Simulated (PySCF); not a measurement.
AlHI2O. Atoms are numbered in the order given.

```xyz
5

Al     0.0000     0.0000     0.9086
I      0.0000    -2.1316    -0.3380
I      0.0000     2.1316    -0.3380
O      0.0000     0.0000     2.5626
H      0.0000     0.0000     3.5131
```
Charge 0, spin multiplicity 1.

Geometry: B3LYP-D3(BJ)/def2-SVP. A frequency run showed that this geometry is not a minimum. The def2 effective core potentials stand for the cores of I; spin–orbit coupling is left out. Other conformers were not sampled.

The numbers are results of IEF-PCM-PBE0/def2-SVP run with PySCF, not measurements.

The values are the electrostatic part of the solvation free energy, E(continuum) − E(gas) at the gas-phase geometry, in a cavity of scaled van der Waals radii (PySCF's table); cavitation and dispersion terms are not included. A continuum can't describe solvent molecules that bind to the metal. In vacuum the orbital gap is 6.20 eV. The dipole moment in vacuum is 2.21 D.

```
solvent           ε  ΔG(elec) (kcal/mol)  dipole (D)  gap (eV)
------------  -----  -------------------  ----------  --------
water         78.36                 -5.9        2.81      6.48
n-hexane       1.88                 -2.1        2.43      6.29
diethylether   4.24                 -3.9        2.62      6.38
```
